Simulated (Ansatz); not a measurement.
`C#[C][SnH2][F]`, relaxed with RKS PBE-D4/def2-SVP in Ansatz from a rough embedded geometry. The force threshold is 0.03 eV/Å; the program also tests the step.

The species carries charge 0 and has multiplicity 1. Sn: def2 effective core potential.

Start:

```xyz
7

C    -0.927    1.105   -1.680
C    -0.385    0.471   -0.735
Sn    0.502   -0.565    0.870
F     0.441   -2.397    0.575
H    -1.351    1.553   -2.477
H     2.148    0.011    1.095
H    -0.428   -0.178    2.353
```

Question: By how much does the energy fall, and how many steps does the optimiser take? (An estimate is asked.)

Answer: Ansatz gave: 39.58 kJ/mol, in 4 steps.

Question: Which bonds change most? (An estimate is asked.)

Answer: Computed: Sn3–F4 from 1.857 to 1.960 Å; C1–H5 from 1.007 to 1.083 Å; Sn3–H7 from 1.792 to 1.720 Å; Sn3–H6 from 1.759 to 1.720 Å.

Question: Give the relaxed structure. (Estimate.)

Answer: Computed: 
```xyz
7

C    -0.906    1.057   -1.668
C    -0.387    0.493   -0.708
Sn    0.500   -0.451    0.939
F     0.443   -2.371    0.549
H    -1.364    1.552   -2.516
H     2.168   -0.047    1.051
H    -0.455   -0.234    2.353
```
